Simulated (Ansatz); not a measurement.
`F[SiH2][SiH3]` + `F[SiH](F)S` → `F[SiH2]S[SiH](F)F` + SiH₄ at 500 K and 1 bar (cleavage of the Si–Si bond).

Calculated with Ansatz (gas phase, PBE0-D4/def2-TZVP geometries, no zero-point term in ΔE). CCSD(T)/CBS is the MP2 limit (def2-TZVPP, def2-QZVPP) plus CCSD(T) − MP2 in def2-TZVPP, frozen cores. This one scheme is used for every species. One conformer a species, not always the lowest.

```csv
species,CCSD(T)/CBS energy (Eh),H − E (kJ/mol),S (J/(mol·K))
`F[SiH2][SiH3]`,-681.00067,154.3,364.0
`F[SiH](F)S`,-887.80771,99.2,360.5
`F[SiH2]S[SiH](F)F`,-1277.37540,152.0,460.2
SiH₄,-291.46306,102.4,230.9
```

H − E and S are ideal-gas, rigid-rotor, harmonic terms from PBE0-D4/def2-TZVP, for one conformer and one mirror image of each species. 1 Eh = 2625.50 kJ/mol, R = 8.31446 J/(mol·K).

By hand: ΔE, ΔH, ΔS and ΔG.

ΔE = (-1277.37540) + (-291.46306) − (-681.00067) − (-887.80771) = -0.03008 Eh = -79.0 kJ/mol. Δ(H − E) = 152.0 + 102.4 − 154.3 − 99.2 = 0.9, so ΔH = -78.1 kJ/mol. ΔS = 460.2 + 230.9 − 364.0 − 360.5 = -33.4 J/(mol·K). ΔG = -78.1 − 500 × (-33.4)/1000 = -61.4 kJ/mol.

By hand: the equilibrium constant, and the temperature at which ΔG would vanish if ΔH and ΔS stayed fixed.

log₁₀ K = −ΔG/(RT ln 10) = 6.4. ΔG = 0 at ΔH/ΔS = 2338 K.

ΔH outweighs TΔS. A doubt of 5 kJ/mol in ΔE shifts log₁₀ K by 0.5 here. Other conformers and mirror images would add mixing entropy, several J/(mol·K) or more a flexible species. Modes under 60 cm⁻¹, often nearly free rotors, make the harmonic entropy too high. These are equilibria of isolated gas molecules and say nothing of rates. Largest T1 diagnostic: 0.012 (customary marks: 0.02 for closed shells, 0.045 for open ones).
